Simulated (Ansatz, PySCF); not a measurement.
Reaction (SMILES): C[Si](C)(N)N → C[Si](C)([NH])N + H atom (the H-N bond at the site shown breaks; other sites are not compared here)
Geometries: B3LYP-D3(BJ)/def2-TZVP minima from Ansatz (a quantum-chemistry and plane-wave program), one conformer each, not searched for the lowest. Frequencies are from Ansatz or PySCF.

Quantity: bond dissociation energy (enthalpy at 298 K, with B3LYP-D3(BJ) rigid-rotor harmonic-oscillator terms), in kcal/mol. Correlated levels leave the core frozen unless marked. UHF or UKS for open shells. Spin-orbit coupling is left out. Non-relativistic. Basis-set limits of correlation are two-point, X^-3; Hartree-Fock from the larger set.

CCSD(T)/CBS(cc-pV(T+d)Z,cc-pV(Q+d)Z) (Ansatz) gives 112.0 kcal/mol.

Task: Another calculation gave 106.3 kcal/mol. Which level was it?
(A) PBE/def2-TZVPD (Ansatz)
(B) revPBE/def2-TZVPD (Ansatz)
(C) SVWN5/def2-TZVPD (Ansatz)
(D) B2GP-PLYP/def2-TZVPD (Ansatz)

Result: A, PBE/def2-TZVPD (Ansatz). The others give 108.8 (B2GP-PLYP), 121.9 (SVWN5), 103.1 (revPBE) kcal/mol.
